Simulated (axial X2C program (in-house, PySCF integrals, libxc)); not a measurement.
OsI: properties at the nuclei

Calculated with an axial X2C code built on PySCF integrals: two-component X2C with atomic mean-field Coulomb and Gaunt terms, Gaussian nuclei, basis Os dyall-cv3z, I dyall-cv3z with contracted cores.

R = 2.609 Å (near the PBE0 minimum at charge 0 of the determinant lowest at the starting distance; the state shown can have its own minimum elsewhere).

Determinant lowest in the PBE0 search, Ω = 9/2 (⟨Sz⟩ = 2.35, ⟨Lz⟩ = 2.15 at PBE0), spin on the atoms Os 2.16, I 0.18:

```
level  Eeff magnitude (GV/cm)  Ws magnitude Os (kHz)  A∥/gI Os (MHz)  qzz Os (a.u.)  A∥/gI I (MHz)  qzz I (a.u.)  μ (D)
 PBE0                    64.1                   15.3            2110          -0.93           22.2          3.03  -1.49
   HF                    78.3                   18.5            1750          -2.82           26.9          2.67  -2.42
 BP86                    24.1                   6.59            1750           2.14           24.8          6.46  -1.64
B3LYP                    24.5                   6.79            1600           2.01             12          6.66  -2.30
  LDA                    20.9                   5.77            1660           2.70           32.4          7.05  -1.62
```

Eeff is the effective electric field on the electron electric dipole moment in this Ω state and Ws the scalar–pseudoscalar constant of the nucleus named (defined with the proton number Z and per Ω); A∥ (defined per Ω) follows by multiplying with gI = μI/(I μN); qzz is the electric field gradient, eQq0 = 234.96 MHz × Q/barn × qzz; μ is positive if the I end (last atom) is positive. The operators were transformed with the bare-nucleus X2C matrices; with these basis sets, hyperfine constants and field gradients can be off by tens of per cent, and where levels differ in sign neither size nor sign is settled.

(1) With gI(189Os) = 0.4400 (g factors from the IAEA table of nuclear moments by Stone), turn the PBE0 values of the first state into constants in MHz.

Each state is one determinant with collinear spin, which with several unpaired electrons need not be a pure state. Unrestricted Hartree–Fock can overshoot spin polarisation at the nuclei. With several open shells hyperfine constants can be off by a factor of several. Where Eeff spreads by more than a factor of two the levels disagree and none is to be relied on. At B3LYP, BP86, LDA a later determinant lies lower. States lie within half an eV, so the first need not be the ground state. Further determinants of the search, some of them spin-mixed, are not shown. Where a field gradient or hyperfine factor spreads by more than a factor of two over the levels, a constant derived from it is not to be relied on.

Answers

(1) A∥(189Os) = 2110 × 0.4400 = 928 MHz.
